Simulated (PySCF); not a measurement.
**From a log to its input**

A PySCF 2.14 run on the atoms Be 0 0 0; B 0 0 1.775 (angstrom) printed this (some set-up lines and the per-cycle HOMO/LUMO lines with their warnings removed):

```
PySCF version 2.14.0


nuclear repulsion = 5.96256012304225
point group symmetry = Coov
symmetry origin: [0.         0.         1.86347993]
symmetry axis x: [1. 0. 0.]
symmetry axis y: [0. 1. 0.]
symmetry axis z: [0. 0. 1.]
num. orbitals of irrep A1 = 11
num. orbitals of irrep E1x = 5
num. orbitals of irrep E1y = 5
num. orbitals of irrep E2x = 1
num. orbitals of irrep E2y = 1
number of shells = 11
number of NR pGTOs = 43
number of NR cGTOs = 23
basis = def2-svp
ecp = {}

******** <class 'pyscf.df.df_jk.DFSymAdaptedUKS'> ********
method = DFSymAdaptedUKS
initial guess = minao
damping factor = 0
level_shift factor = 0
DIIS = <class 'pyscf.scf.diis.CDIIS'>
SCF conv_tol = 1e-09
SCF max_cycles = 50
number electrons alpha = 5  beta = 4
XC functionals = mn15l

grids dens level: 3
Freeze 0 electrons in irreps []
    9 free electrons in irreps A1 E1x E1y E2x E2y
tot grids = 27768
init E= -39.3801017074459

cycle= 1 E= -39.2802006748471  delta_E= 0.0999  |g|= 0.0816  |ddm|= 1.17

cycle= 2 E= -39.0433797461035  delta_E= 0.237  |g|= 0.367  |ddm|= 0.948

cycle= 3 E= -39.2912822669542  delta_E= -0.248  |g|= 0.0101  |ddm|= 0.783

cycle= 4 E= -39.2914038630376  delta_E= -0.000122  |g|= 0.00463  |ddm|= 0.0316

cycle= 5 E= -39.2914425285521  delta_E= -3.87e-05  |g|= 0.000707  |ddm|= 0.0124

cycle= 6 E= -39.2914440900595  delta_E= -1.56e-06  |g|= 0.00148  |ddm|= 0.00591

cycle= 7 E= -39.2914460352084  delta_E= -1.95e-06  |g|= 0.00138  |ddm|= 0.00172

cycle= 8 E= -39.2914409464626  delta_E= 5.09e-06  |g|= 0.00136  |ddm|= 0.00651

cycle= 9 E= -39.2914388763562  delta_E= 2.07e-06  |g|= 0.000596  |ddm|= 0.00986

cycle= 10 E= -39.2914387238564  delta_E= 1.52e-07  |g|= 3.34e-05  |ddm|= 0.00523

cycle= 11 E= -39.2914387136021  delta_E= 1.03e-08  |g|= 2.21e-06  |ddm|= 0.000739

cycle= 12 E= -39.2914387135925  delta_E= 9.59e-12  |g|= 7.47e-07  |ddm|= 3.03e-05

Extra cycle  E= -39.2914387135669  delta_E= 2.56e-11  |g|= 4.25e-06  |ddm|= 9.77e-06
converged SCF energy = -39.2914387135669  <S^2> = 0.75200157  2S+1 = 2.0020006
**** SCF Summaries ****
Total Energy =                         -39.291438713566890
Nuclear Repulsion Energy =               5.962560123042254
One-electron Energy =                  -63.170027253457903
Two-electron Energy =                   17.916028416848761
Two-electron Coulomb Energy =           24.611419765775072
DFT Exchange-Correlation Energy =       -6.695391348926311
**** MO energy ****
alpha MO #1 (A1 #1), energy= -6.78076544331129 occ= 1
alpha MO #2 (A1 #2), energy= -4.06102550542596 occ= 1
alpha MO #3 (A1 #3), energy= -0.421191324207395 occ= 1
alpha MO #4 (A1 #4), energy= -0.196437365241031 occ= 1
alpha MO #5 (E1x #1), energy= -0.174247449538783 occ= 1
alpha MO #6 (E1y #1), energy= -0.174247449538783 occ= 0
alpha MO #7 (A1 #5), energy= -0.13525774065695 occ= 0
alpha MO #8 (E1x #2), energy= -0.0183161768590568 occ= 0
[15 lines left out]
beta  MO #1 (A1 #1), energy= -6.77557782171884 occ= 1
beta  MO #2 (A1 #2), energy= -4.05971387448231 occ= 1
beta  MO #3 (A1 #3), energy= -0.389862578863464 occ= 1
beta  MO #4 (A1 #4), energy= -0.179996600154199 occ= 1
beta  MO #5 (A1 #5), energy= -0.127082149672402 occ= 0
beta  MO #6 (E1x #1), energy= -0.122227426955953 occ= 0
beta  MO #7 (E1y #1), energy= -0.122227426955953 occ= 0
[16 lines left out]
 ** Mulliken pop alpha/beta on meta-lowdin orthogonal AOs **
 ** Mulliken pop       alpha | beta **
pop of  0 Be 1s        0.99996 | 0.99996
pop of  0 Be 2s        0.52716 | 0.53683
pop of  0 Be 3s        0.00186 | 0.00242
pop of  0 Be 2px       0.19954 | 0.00000
pop of  0 Be 2py       0.00000 | 0.00000
pop of  0 Be 2pz       0.01869 | 0.02628
pop of  0 Be 3px       0.00076 | 0.00000
pop of  0 Be 3py       0.00000 | 0.00000
pop of  0 Be 3pz       0.00734 | 0.00814
pop of  1 B 1s        0.99993 | 0.99993
pop of  1 B 2s        0.96220 | 0.94944
pop of  1 B 3s        0.01231 | 0.01456
[11 lines left out]
In total             5.00000 | 4.00000
 ** Mulliken atomic charges   ( Nelec_alpha | Nelec_beta ) **
charge of  0Be =      0.67107  (     1.75531      1.57362 )
charge of  1B =     -0.67107  (     3.24469      2.42638 )
Dipole moment(X, Y, Z, Debye):  0.00000,  0.00000, -2.18870
orbital energies (hartree): [array([-0.4212, -0.1964, -0.1742, -0.1742, -0.1353, -0.0183]), array([-4.0597, -0.3899, -0.18  , -0.1271, -0.1222, -0.1222])]
```

Task: Write the input that gave this log.

Result: The input was:

```python
from pyscf import gto, dft

mol = gto.M(
    atom='Be 0 0 0; B 0 0 1.775',
    basis='def2-svp',
    charge=0,
    spin=1,
    symmetry=True,
    verbose=4,
)
mf = dft.UKS(mol, xc='mn15l')
mf = mf.density_fit(auxbasis='def2-universal-jkfit')
mf.kernel()
mf.analyze()
print('orbital energies (hartree):', [e[max(0, n-3):n+3].round(4) for e, n in zip(mf.mo_energy, mol.nelec)])
```

The bond length is a typed value, not an optimised one. No search for the lowest solution was made.
